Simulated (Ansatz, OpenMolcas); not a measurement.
## CH7NSn (SMILES C[NH][SnH3]): methods side by side

The species is CH7NSn (10 atoms), meant as a singlet with charge 0. SMILES: `C[NH][SnH3]`. The shape is that of a PBE0-D4/def2-TZVP optimisation.

Quantity: the vertical energy of the triplet above the singlet, in eV. The values are calculated.

```json
{"level": "HF/def2-SVP (core potential)", "kind": "Hartree–Fock", "program": "Ansatz", "value (eV)": "4.64", "CPU time (all runs)": "7.9 s"}
{"level": "SVWN5/def2-SVP (core potential)", "kind": "LDA", "program": "OpenMolcas", "value (eV)": "4.64", "CPU time (all runs)": "75 s"}
{"level": "BLYP/def2-SVP (core potential)", "kind": "GGA", "program": "Ansatz", "value (eV)": "4.65", "CPU time (all runs)": "19 s"}
{"level": "PBE/def2-SVP (core potential)", "kind": "GGA", "program": "OpenMolcas", "value (eV)": "4.64", "CPU time (all runs)": "2.1 min"}
{"level": "TPSS/def2-SVP (core potential)", "kind": "meta-GGA", "program": "OpenMolcas", "value (eV)": "4.73", "CPU time (all runs)": "3.4 min"}
{"level": "BHLYP/def2-SVP (core potential)", "kind": "global hybrid", "program": "Ansatz", "value (eV)": "4.90", "CPU time (all runs)": "25 s"}
{"level": "wB97M-V/def2-SVP (core potential)", "kind": "range-separated hybrid", "program": "Ansatz", "value (eV)": "5.10", "CPU time (all runs)": "3.8 min"}
{"level": "B2PLYP/def2-SVP (core potential)", "kind": "double hybrid", "program": "Ansatz", "value (eV)": "4.99", "CPU time (all runs)": "28 s"}
{"level": "RPA@PBE0/def2-SVP (core potential)", "kind": "RPA", "program": "Ansatz", "value (eV)": "5.10", "CPU time (all runs)": "42 s"}
{"level": "BCCD(T)/def2-SVP (core potential)", "kind": "coupled cluster or CI", "program": "Ansatz", "value (eV)": "5.09", "CPU time (all runs)": "3 min"}
```

Spin-orbit coupling is left out. The values span 4.64 to 5.10 eV. In the correlated wave-function rows the outer d shell of Sn is correlated, in sets not made for it. CPU times are rough (shared hosts, several kinds of processor and program).
